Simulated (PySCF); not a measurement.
**Peak assignment**

Atoms are numbered as in `[CH3:1][C:2](=[O:3])/[C:4](=[CH:5]/[C:6]#[N:7])[CH2:8][SiH3:9]`; H(Xn) means a hydrogen on atom n.

Relativity neglected, no solvent model, rapidly exchanging positions averaged, single conformer. GFN2-xTB geometry; shielding tensors at PBE0/pcSseg-1 (GIAO); PySCF 2.14.

Shifts are taken against calculated references (same method and geometry level): ¹³C (σref 186.93) and ¹H (σref 31.72) vs TMS.

**Question.** Assign these signals to the numbered atoms. ¹³C{¹H} NMR (computed): δ 210.8 (C), 174.1 (C), 121.4 (C), 105.2 (CH), 28.6 (CH3), 21.5 (CH2).

**Answer.** 
210.8 → C2, ketone carbonyl carbon: low-lying n→π* states of the double bond to the heteroatom give a large paramagnetic term (-275 ppm)
174.1 → C4, α carbon of a C=C–C=O unit
121.4 → C6, nitrile carbon: typical of a nitrile
105.2 → C5, β carbon of a C=C–C=O unit
28.6 → C1, methyl carbon α to a carbonyl: the adjacent C=O deshields it moderately
21.5 → C8, allylic sp3 CH2 bonded to Si

**Question.** Assign these signals to the numbered atoms. ¹H NMR (400 MHz, computed): δ 5.55 (s, 1H), 4.16 (t, 3H), 2.41 (s, 3H), 2.25 (q, 2H).

**Answer.** 
5.55 → H(C5), hydrogen on a β carbon of a C=C–C=O unit: a vinylic proton, deshielded by the sp2 carbon and the C=C anisotropy
4.16 → H(Si9), hydrogen on a silicon bonded to C
2.41 → H(C1), hydrogen on a methyl carbon α to a carbonyl: α to C=O
2.25 → H(C8), hydrogen on an allylic sp3 CH2 bonded to Si: allylic position

Shifts are as computed. Against solution values, carbons near 30 ppm lie about +3 ppm off and those near 130 ppm about +5 ppm. Of 1309 compounds with measured shifts, 239 miss one by over three times the rms of a fit or turn the order of signals round; such compounds aren't used in these exercises. Multiplicities follow the n + 1 count of equivalent neighbours, as no J values were calculated; m marks all less simple cases, F and P coupling included.
